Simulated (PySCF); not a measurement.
One of the candidates below gave these computed data.

All candidates are C6H7N2 (charge -1).

| technique | computed result |
| --- | --- |
| NMR, other nuclei | isotropic shieldings of nuclei other than C and H, by class: -34 (1 N), -21 (1 N) ppm [GIAO PBE0/pcSseg-1] |
| 13C NMR | chemical shifts (computed TMS as zero) by class: 146.3 (1 C), 139.2 (1 C), 139.1 (1 C), 137.9 (1 C), 90.9 (1 C), 17.1 (1 C) ppm [GIAO PBE0/pcSseg-1] |
| 1H NMR | chemical shifts (computed TMS as zero) by class: 6.90 (1 H), 6.71 (1 H), 5.29 (1 H), 3.79 (1 H), 2.30 (3 H) ppm [GIAO PBE0/pcSseg-1] |
| Rotational structure | rotational constants A, B, C: 3.493, 1.956, 1.264 GHz [GFN2-xTB] |

The electronic properties come from PySCF, for the isolated species, density fitting. Levels stand in brackets. One conformer (not necessarily the lowest) at the GFN2-xTB geometry, without solvent, vibrations or thermal averaging. No diffuse functions stand in pcSseg-1, which bears on an anion's orbital energies. NMR classes are plain means over equivalent atoms (diastereotopic ones count apart unless rotation or inversion swaps them), as if these changed places fast.

**Question.** Which candidate is it?
A. `C=C(C)c1cn[n-]c1`
B. `C=Cc1[n-]cnc1C`
C. `C=Cc1cc(N)c[n-]1`
D. `C=C(C)c1c[n-]cn1`

**Answer.** B. It is `C=Cc1[n-]cnc1C`. Numbering: `[CH2:1]=[CH:2][c:3]1[n-:4][cH:5][n:6][c:7]1[CH3:8]`. 6 carbons fall into 6 classes; from least to most shielded: aromatic CH next to a ring nitrogen [C5] (146.3 ppm), substituted aromatic carbon [C7] (139.2 ppm), alkene CH carbon [C2] (139.1 ppm), substituted aromatic carbon [C3] (137.9 ppm), terminal =CH2 carbon [C1] (90.9 ppm), benzylic-type carbon [C8] (17.1 ppm). Hydrogen classes from least to most shielded: 1 H on an aromatic CH next to a ring nitrogen, C5 (6.90 ppm), 1 H on an alkene CH carbon, C2 (6.71 ppm), 1 H on a terminal =CH2 carbon, C1 (5.29 ppm), 1 H on a terminal =CH2 carbon, C1 (3.79 ppm), 3 H on a benzylic-type carbon, C8 (2.30 ppm). The other shieldings belong to: -34 ppm, ring nitrogen [N6]; -21 ppm, two-coordinate ring nitrogen [N4]. The optimised geometry has point group Cs and is an asymmetric top.

The others, at the same levels:
- `C=C(C)c1cn[n-]c1` fails: its computed 13C shifts are 147.9 (1 C), 137.2 (1 C), 136.7 (1 C), 120.2 (1 C), 90.1 (1 C), 26.1 (1 C) ppm, 1H shifts are 7.78 (1 H), 7.24 (1 H), 4.68 (1 H), 3.79 (1 H), 1.94 (3 H) ppm and rotational constant A is 4.914 GHz (against 3.493 GHz).
- `C=Cc1cc(N)c[n-]1` fails: its computed 13C shifts are 143.1 (1 C), 138.8 (1 C), 135.1 (1 C), 121.3 (1 C), 100.0 (1 C), 86.6 (1 C) ppm, 1H shifts are 6.46 (1 H), 6.21 (1 H), 5.37 (1 H), 5.20 (1 H), 3.48 (1 H), 1.96 (2 H) ppm and rotational constant A is 7.178 GHz (against 3.493 GHz).
- `C=C(C)c1c[n-]cn1` fails: its computed 13C shifts are 149.2 (1 C), 146.7 (1 C), 142.3 (1 C), 129.9 (1 C), 94.4 (1 C), 24.4 (1 C) ppm and rotational constant A is 4.901 GHz (against 3.493 GHz).

Each candidate is one conformer, not necessarily the lowest. Dipoles, sizes and rotational constants follow the conformer. The torsions of the flexible species, by atom-mapped SMILES:
- `[CH2:1]=[CH:2][c:3]1[n-:4][cH:5][n:6][c:7]1[CH3:8]`: C1–C2–C3–N4 0°
- `[CH2:1]=[C:2]([CH3:3])[c:4]1[cH:5][n:6][n-:7][cH:8]1`: C1–C2–C4–C5 180°
- `[CH2:1]=[CH:2][c:3]1[cH:4][c:5]([NH2:6])[cH:7][n-:8]1`: C1–C2–C3–C4 180°, H–N6–C5–C4 33°, H–N6–C5–C4 152°
- `[CH2:1]=[C:2]([CH3:3])[c:4]1[cH:5][n-:6][cH:7][n:8]1`: C1–C2–C4–C5 180°
